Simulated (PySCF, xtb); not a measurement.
H₂OSeZn, SMILES [OH][Zn][SeH].

xtb 6.7.1 with GFN2-xTB at its own geometry gives an orbital gap of 3.17 eV and a dipole moment of 4.09 D.

Coordinates come from a B3LYP-D3(BJ)/def2-SVP optimisation. A frequency run showed that this geometry is not a minimum. Other conformers were not sampled.

Problem. What does r2SCAN/def2-TZVPD (PySCF) give? (Estimate from the structure and the level; the computed values follow.)

Solution. gap 4.42 eV (levels -6.25 and -1.83 eV), dipole 1.72 D.
